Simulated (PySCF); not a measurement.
**Correlation energy of Cs⁺ (caesium, charge +1)**

[Xe], closed-shell 1S. All numbers are calculated (PySCF 2.14, the spin-free X2C one-electron Hamiltonian (Gaussian nucleus), in x2c-TZVPPall (11s7p6d2f1g, 85 functions)). Frozen: [Kr] 4d10; 8 electrons correlated.

```csv
level,correlation energy (mhartree)
CCSD,-159.43
(T),-4.25
CCSD(T),-163.68
```

Diagnostics: T1 = 0.0030, D1 = 0.0044, largest double amplitude 0.027.

Question: Is a single reference adequate?

Answer: Yes, within this model without spin-orbit coupling: T1 lies below 0.03 and no double amplitude reaches 0.07.

This basis was not built for core-valence correlation, so the inner-shell part is incomplete.
